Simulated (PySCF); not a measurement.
Radial density of Hg⁺ (mercury, charge +1)

LDA, [Xe] 4f14 5d10 6s1, 2S determinant. Calculation: PySCF 2.14, in cc-pVDZ-PP with ECP60MDF; scalar relativity through the core potential. This is the valence pseudo-density: the core potential removes the inner electrons and smooths the orbitals near the nucleus.

```
r (bohr)  4πr²ρ (e/bohr)  4πr²(ρα − ρβ)
  0.0418       1.263e-05         0.0000
  0.0703       4.115e-05         0.0000
   0.118       0.0001976         0.0000
   0.199        0.002514         0.0001
   0.335          0.1143         0.0035
   0.563           4.514         0.0783
   0.947           18.05        -0.0283
    1.59           8.111         0.3172
    2.68           1.340         0.4134
    4.51         0.08665         0.0634
    7.58        0.001148         0.0011
```

Energies and moments cover only the electrons outside the core potential. Spin-orbit coupling, which splits the p, d and f shells strongly at this Z, is absent.

(1) Where is the radial spin density 4πr²(ρα − ρβ) most negative, and why is it negative at all?

Answers

(1) Around r = 0.947 bohr, down to -0.0283 e/bohr: exchange with the open shell polarises the paired shells in an unrestricted calculation.
